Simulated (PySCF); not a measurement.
# Electron correlation in Sc (scandium, neutral)

[Ar] 4s2 5s1, 2S determinant (an excited configuration). All numbers are calculated (PySCF 2.14, no relativity, point nucleus, in dyall-av2z). Frozen: [Ar]; 3 electrons correlated; the 25 highest virtual orbitals of each spin left out.

MP2 pair energies summed by pair of shells (mhartree):

| pair | energy | share (%) |
| --- | --- | --- |
| 4s-4s | -23.15 | 82.0 |
| 4s-5s | -5.07 | 18.0 |

Total MP2 correlation energy: -28.22 mhartree.

Same-spin part -1.97 and opposite-spin part -26.25 mhartree; SCS-MP2 scales them by 1/3 and 6/5 to -32.16 mhartree.
